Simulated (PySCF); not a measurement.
How methods differ on the excitation energy of Ba⁺

Ba⁺ [Xe] 6s1 (2S) → Ba⁺ [Xe] 6p1 (2P), as a difference of total energies. Calculation: PySCF 2.14, in ANO-RCC-VTZP (8s7p4d2f1g, 72 functions); scalar relativity by spin-free X2C-1e. Correlated levels: valence and next inner shell: [Kr] 4d10 frozen. The calculations carry no spin-orbit coupling.

| method | excitation energy (cm⁻¹) | error (cm⁻¹) |
| --- | --- | --- |
| UHF | 19022 | -2367 |
| LDA | 20184 | -1205 |
| PBE | 18920 | -2469 |
| PBE0 | 18992 | -2396 |
| r2SCAN | 18301 | -3088 |
| BLYP | 19543 | -1846 |
| revPBE | 18325 | -3063 |
| MP2 (valence and next inner shell) | 20670 | -719 |
| SCS-MP2 (valence and next inner shell) | 20313 | -1075 |

Reference: 21389 cm⁻¹ (measured; NIST levels, between the centres of gravity of the two terms).

Errors of the correlated levels include the incompleteness of this basis and the frozen core.

The basis was made for the ground configuration and has no added diffuse functions, so the excitation energy can come out too high.
